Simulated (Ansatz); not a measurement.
**Cost against result**

Saddle point of CH$_{4}$ClIn, closed shell (CH₄ClIn ([CH3][InH][Cl]) → CH₃In ([CH3][In]) + HCl; bonds formed: Cl2–H3; bonds broken: In1–Cl2, In1–H3), PBE0-D4/def2-TZVP structure:

In1  (-0.910, -0.443, -0.495)
Cl2  (0.447, -2.842, -0.476)
H3  (-1.067, -2.158, -0.965)
C4  (0.230, 1.162, 0.371)
H5  (0.427, 0.930, 1.420)
H6  (1.183, 1.244, -0.156)
H7  (-0.309, 2.107, 0.301)
(Å)

Barriers are electronic and count from the start structure reached by relaxing down the imaginary mode.

Ansatz 0.2.0; basis: as named in each row; cores frozen in the correlated methods. Filled d shells of the heavier atoms are correlated. Core potentials replace the inner electrons of the atoms past krypton. The def2 sets are not built for correlating such inner shells, so the correlated values are less sure here. B3LYP uses VWN-RPA correlation. Extrapolation: Hartree–Fock as exp(−7.88 √X), correlation as X^−2.97.

Times are rough, for one single point on 2 threads of a shared host (Intel Xeon 6975P-C).

The estimate by CCSD(T) at an estimated basis limit (MP2 extrapolated from triple and quadruple zeta, plus CCSD(T) − MP2 in triple zeta) is 1.909 eV.

| method | basis | time (s) | barrier (eV) | method less estimate |
| --- | --- | --- | --- | --- |
| SPW92 | def2-SVP | under 1 | 1.408 | -0.501 |
| PBE-D4 | def2-SVP | under 1 | 1.460 | -0.448 |
| PBE0-D4 | def2-SVP | under 1 | 1.789 | -0.119 |
| SPW92 | def2-TZVPP | under 1 | 1.398 | -0.511 |
| PBE-D4 | def2-TZVPP | 1 | 1.457 | -0.452 |
| BLYP-D4 | def2-TZVPP | 2 | 1.431 | -0.478 |
| PBE0-D4 | def2-TZVPP | 2 | 1.781 | -0.128 |
| BHLYP-D4 | def2-TZVPP | 2 | 2.074 | 0.165 |
| B3LYP-D4 | def2-TZVPP | 2 | 1.696 | -0.213 |
| r2SCAN-D4 | def2-TZVPP | 2 | 1.685 | -0.223 |
| CCSD(T) | def2-SVP | 2 | 2.120 | 0.212 |
| CAM-B3LYP-D4 | def2-TZVPP | 2 | 1.948 | 0.039 |
| r2SCAN0-D4 | def2-TZVPP | 3 | 1.902 | -0.007 |
| wB97M-V | def2-SVP | 3 | 2.041 | 0.133 |
| PBE-QIDH | def2-TZVPP | 3 | 2.020 | 0.111 |
| B2PLYP | def2-TZVPP | 4 | 1.817 | -0.092 |
| B97M-V | def2-TZVPP | 4 | 1.848 | -0.060 |
| RPA on PBE | def2-TZVPP | 4 | 1.877 | -0.032 |
| wB97X-V | def2-TZVPP | 6 | 2.126 | 0.217 |
| wB97M-V | def2-TZVPP | 6 | 2.030 | 0.122 |
| MP2 | def2-QZVPP | 11 | 1.890 | -0.019 |
| CCSD(T) | def2-TZVPP | 26 | 1.982 | 0.073 |

All methods are single points on the PBE0-D4 structures.

The T1 diagnostic stays at or below 0.017. The restricted Hartree–Fock reference is unstable towards an unrestricted one at one or more of these structures.

Labels in which every atom is bracketed show which atoms are joined, not bond orders.
